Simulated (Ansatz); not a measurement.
Species: H4BO, charge 1, singlet. H4BO+ (SMILES B[OH2+]).
B3LYP-D3(BJ)/def2-TZVP minimum from Ansatz (a quantum-chemistry and plane-wave program):
```
O
H 1 0.9775
H 1 0.9775 2 113.83
B 1 1.4476 2 123.08 3 -180.00
H 4 1.1743 1 113.47 2 180.00
H 4 1.1743 5 133.05 1 -180.00
```
Charge +1, spin multiplicity 1.

Total energies in cc-pVTZ, 12 correlated electrons, 2 frozen orbitals. UHF or UKS for unpaired electrons; spin-orbit terms are left out. Cores are frozen in correlated methods. No relativity.

| method | program | energy (Eh) | minus CCSDT(Q) (mEh) |
|---|---|---|---|
| HF | Ansatz | -101.65216 | 373.10 |
| MP2 | Ansatz | -101.99400 | 31.27 |
| CCSD | Ansatz | -102.01439 | 10.88 |
| CCSD(T) | Ansatz | -102.02454 | 0.72 |
| CCSDT(Q) | Ansatz | -102.02527 | 0.00 |

Rough core times of Ansatz's runs on a shared machine: CCSD(T) under 20 s, CCSDT(Q) 6 min.
